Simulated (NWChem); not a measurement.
System: CuHOBr, doublet; SMILES [OH][Cu][Br]

The following NWChem deck was run.

```
start job
memory heap 200 mb stack 900 mb global 1100 mb
geometry units angstroms
  Cu    -0.228406    -0.859907     0.015613
  Br     0.322068     1.223385    -0.018651
  O     -0.623853    -2.509988    -0.006860
  H     -1.229190    -2.928108     0.603099
end
basis spherical
  * library def2-svp
end
dft
  odft
  mult 2
  xc pbe0
  iterations 150
end
driver
  maxiter 120
end
task dft optimize
task dft freq
```

Excerpt of the output:

```
             Northwest Computational Chemistry Package (NWChem) 7.3.0
             --------------------------------------------------------

 CS  symmetry detected

                             Geometry "geometry" -> ""
                             -------------------------

 Output coordinates in angstroms (scale by  1.889725989 to convert to a.u.)

  No.       Tag          Charge          X              Y              Z
 ---- ---------------- ---------- -------------- -------------- --------------
    1 Cu                  29.0000     0.00171753    -0.81639609     0.00000000
    2 Br                  35.0000     0.00442482     1.33866629     0.00000000
    3 O                    8.0000     0.06269047    -2.51225368     0.00000000
    4 H                    1.0000    -0.70620083    -3.07980400     0.00000000

 Effective nuclear repulsion energy (a.u.)     375.0920044367

      Symmetry information
      --------------------

 Group name             Cs
 Group number              2
 Group order               2
 No. of unique centers     4

                                Z-matrix (autoz)
                                --------

 Units are Angstrom for bonds and degrees for angles

      Type          Name      I     J     K     L     M      Value
      ----------- --------  ----- ----- ----- ----- ----- ----------
    1 Stretch                  1     2                       2.15506
    2 Stretch                  1     3                       1.69695
    3 Stretch                  3     4                       0.95567
    4 Bend                     1     3     4               124.37343
    5 Bend                     2     3     4               125.56572
    6 Torsion                  2     1     4     3         180.00000

                           NWChem Geometry Optimization
                           ----------------------------

 maximum gradient threshold         (gmax) =   0.000450
 rms gradient threshold             (grms) =   0.000300
 maximum cartesian step threshold   (xmax) =   0.001800
 rms cartesian step threshold       (xrms) =   0.001200
 fixed trust radius                (trust) =   0.300000
 source of zmatrix                         =   autoz

          -------------------
          Energy Minimization
          -------------------

 Using diagonal initial Hessian
 Scaling for Hessian diagonals: bonds = 1.00  angles = 0.25  torsions = 0.10

          --------
          Step   0

                                 NWChem DFT Module
                                 -----------------

 Summary of "ao basis" -> "ao basis" (spherical)
 ------------------------------------------------------------------------------
       Tag                 Description            Shells   Functions and Types
 ---------------- ------------------------------  ------  ---------------------
 Cu                         def2-svp                11       31   5s3p2d1f
 Br                         def2-svp                12       32   5s4p3d
 O                          def2-svp                 6       14   3s2p1d
 H                          def2-svp                 3        5   2s1p

      Symmetry analysis of basis
      --------------------------

        a'         57
        a"         25

            General Information
            -------------------
          SCF calculation type: DFT
          Wavefunction type:  spin polarized.
          No. of atoms     :     4
          No. of electrons :    73
           Alpha electrons :    37
            Beta electrons :    36
          Charge           :     0
          Spin multiplicity:     2
          Use of symmetry is: on ; symmetry adaption is: on
          Maximum number of iterations: 150
          AO basis - number of functions:    82
                     number of shells:    32
          Convergence on energy requested:  1.00D-06
          Convergence on density requested:  1.00D-05
          Convergence on gradient requested:  5.00D-04

              XC Information
              --------------
                         PBE0 Method XC Functional
                     Hartree-Fock (Exact) Exchange  0.250
          PerdewBurkeErnzerhof Exchange Functional  0.750
            Perdew 1991 LDA Correlation Functional  1.000 local
           PerdewBurkeErnz. Correlation Functional  1.000 non-local

             Grid Information
             ----------------
          Grid used for XC integration:  medium
          Radial quadrature: Mura-Knowles
          Angular quadrature: Lebedev.
          Tag              B.-S. Rad. Rad. Pts. Rad. Cut. Ang. Pts.
          ---              ---------- --------- --------- ---------
          Cu                  1.35      112           8.0       590
          Br                  1.15      112          11.0       590
          O                   0.60       49          10.0       434
          H                   0.35       45          11.0       434
          Grid pruning is: on
          Number of quadrature shells:   318
          Spatial weights used:  Erf1

      Superposition of Atomic Density Guess
      -------------------------------------

 Sum of atomic energies:       -4285.96146737

      Non-variational initial energy
      ------------------------------

 Total energy =   -4286.138508
 1-e energy   =   -6715.863273
 2-e energy   =    2054.632760
 HOMO         =      -0.401782
 LUMO         =      -0.043008

   Symmetry analysis of molecular orbitals - initial alpha
   -------------------------------------------------------

  Numbering of irreducible representations:

     1 a'          2 a"

  Orbital symmetries:

     1 a'          2 a'          3 a'          4 a'          5 a'
     6 a"          7 a'          8 a'          9 a'         10 a"
    11 a'         12 a'         13 a'         14 a'         15 a"
    16 a'         17 a'         18 a'         19 a"         20 a'
    21 a'         22 a"         23 a'         24 a"         25 a'
    26 a'         27 a'         28 a'         29 a"         30 a'
    31 a"         32 a'         33 a'         34 a'         35 a"
    36 a'         37 a"         38 a'         39 a'         40 a'
    41 a'         42 a"         43 a'         44 a'         45 a'
    46 a"         47 a'

   Symmetry analysis of molecular orbitals - initial beta
   ------------------------------------------------------

  Numbering of irreducible representations:

     1 a'          2 a"

  Orbital symmetries:

     1 a'          2 a'          3 a'          4 a'          5 a'
     6 a"          7 a'          8 a'          9 a'         10 a"
    11 a'         12 a'         13 a'         14 a'         15 a"
    16 a'         17 a'         18 a'         19 a"         20 a'
    21 a'         22 a"         23 a'         24 a"         25 a'
    26 a'         27 a'         28 a'         29 a"         30 a'
    31 a"         32 a'         33 a'         34 a'         35 a"
    36 a'         37 a"         38 a'         39 a'         40 a'
    41 a'         42 a"         43 a'         44 a'         45 a'
    46 a"         47 a'

[...]

      ----------------------
      Optimization converged
      ----------------------

  Step       Energy      Delta E   Gmax     Grms     Xrms     Xmax
  ---- ---------------- -------- -------- -------- -------- --------
@    8   -4289.29690452 -1.6D-08  0.00001  0.00001  0.00028  0.00056
                                     ok       ok       ok       ok

                                Z-matrix (autoz)
                                --------

 Units are Angstrom for bonds and degrees for angles

      Type          Name      I     J     K     L     M      Value     Gradient
      ----------- --------  ----- ----- ----- ----- ----- ---------- ----------
    1 Stretch                  1     2                       2.20914    0.00001
    2 Stretch                  1     3                       1.76274    0.00000
    3 Stretch                  3     4                       0.96669   -0.00001
    4 Bend                     1     3     4               117.76883   -0.00000
    5 Bend                     2     3     4               118.58922   -0.00000
    6 Torsion                  2     1     4     3         180.00000    0.00000

                         Geometry "geometry" -> "geometry"
                         ---------------------------------

 Output coordinates in angstroms (scale by  1.889725989 to convert to a.u.)

  No.       Tag          Charge          X              Y              Z
 ---- ---------------- ---------- -------------- -------------- --------------
    1 Cu                  29.0000     0.02174919    -0.81767060     0.00000000
    2 Br                  35.0000    -0.01320033     1.39119574     0.00000000
    3 O                    8.0000     0.09499520    -2.57888664     0.00000000
    4 H                    1.0000    -0.74091207    -3.06442599     0.00000000

 Effective nuclear repulsion energy (a.u.)     365.0368693809

      Symmetry information
      --------------------

 Group name             Cs
 Group number              2
 Group order               2
 No. of unique centers     4

                Final and change from initial internal coordinates
                --------------------------------------------------

                                Z-matrix (autoz)
                                --------

 Units are Angstrom for bonds and degrees for angles

      Type          Name      I     J     K     L     M      Value       Change
      ----------- --------  ----- ----- ----- ----- ----- ---------- ----------
    1 Stretch                  1     2                       2.20914    0.05408
    2 Stretch                  1     3                       1.76274    0.06579
    3 Stretch                  3     4                       0.96669    0.01102
    4 Bend                     1     3     4               117.76883   -6.60460
    5 Bend                     2     3     4               118.58922   -6.97651
    6 Torsion                  2     1     4     3         180.00000    0.00000

 ==============================================================================
                                internuclear distances
 ------------------------------------------------------------------------------
       center one      |      center two      | atomic units |  angstroms
 ------------------------------------------------------------------------------
    2 Br               |   1 Cu               |     4.17467  |     2.20914
    3 O                |   1 Cu               |     3.33109  |     1.76274
    4 H                |   3 O                |     1.82678  |     0.96669
 ------------------------------------------------------------------------------
                         number of included internuclear distances:          3
 ==============================================================================

[second-derivative integrals and response iterations left out]

  Vibrational analysis via the FX method

  See chapter 2 in "Molecular Vibrations" by Wilson, Decius and Cross

  Vib: Default input used

 ---------------------------- Atom information ----------------------------
     atom    #        X              Y              Z            mass
 --------------------------------------------------------------------------
    Cu       1  4.1100003D-02 -1.5451734D+00  0.0000000D+00  6.2929800D+01
    Br       2 -2.4945014D-02  2.6289787D+00  0.0000000D+00  7.9916500D+01
    O        3  1.7951489D-01 -4.8733891D+00  0.0000000D+00  1.5994910D+01
    H        4 -1.4001208D+00 -5.7909254D+00  0.0000000D+00  1.0078250D+00
 --------------------------------------------------------------------------

[unprojected Hessian and modes left out]

[...]

 Rotational Constants
 --------------------
 A=  25.021410 cm-1  ( 35.999423 K)
 B=   0.054176 cm-1  (  0.077946 K)
 C=   0.054059 cm-1  (  0.077777 K)

 Temperature                      =   298.15K
 frequency scaling parameter      =   1.0000

 Zero-Point correction to Energy  =    8.093 kcal/mol  (  0.012898 au)
 Thermal correction to Energy     =   11.231 kcal/mol  (  0.017897 au)
 Thermal correction to Enthalpy   =   11.823 kcal/mol  (  0.018841 au)

 Total Entropy                    =   73.047 cal/mol-K
   - Translational                =   41.098 cal/mol-K (mol. weight = 159.8490)
   - Rotational                   =   22.604 cal/mol-K (symmetry #  =        1)
   - Vibrational                  =    9.346 cal/mol-K

 Cv (constant volume heat capacity) =   13.374 cal/mol-K
   - Translational                  =    2.979 cal/mol-K
   - Rotational                     =    2.979 cal/mol-K
   - Vibrational                    =    7.415 cal/mol-K

[normal modes left out]

 ----------------------------------------------------------------------------
 Normal Eigenvalue ||           Projected Infra Red Intensities
  Mode   [cm**-1]  || [atomic units] [(debye/angs)**2] [(KM/mol)] [arbitrary]
 ------ ---------- || -------------- ----------------- ---------- -----------
    1       -0.000 ||    0.000427           0.010         0.417       0.090
    2       -0.000 ||    0.002280           0.053         2.222       0.482
    3       -0.000 ||    0.122555           2.827       119.473      25.891
    4        0.000 ||    0.000094           0.002         0.091       0.020
    5        0.000 ||    0.000000           0.000         0.000       0.000
    6        0.000 ||    0.000503           0.012         0.491       0.106
    7       67.425 ||    0.010933           0.252        10.658       2.310
    8      129.742 ||    0.006239           0.144         6.082       1.318
    9      296.186 ||    0.011675           0.269        11.381       2.466
   10      645.608 ||    0.159812           3.687       155.793      33.761
   11      660.255 ||    0.009263           0.214         9.030       1.957
   12     3864.895 ||    0.244250           5.635       238.107      51.599
 ----------------------------------------------------------------------------
```

Level: PBE0/def2-SVP, spin-unrestricted. In the optimisation the excess spin sits in a" (Cs, its own frame). This build's default masses of Se (78.918 u) and Br (79.917 u) are each other's, which moves their modes by up to 0.6 %. The spin multiplicity was typed, not searched, and may not be the lowest.
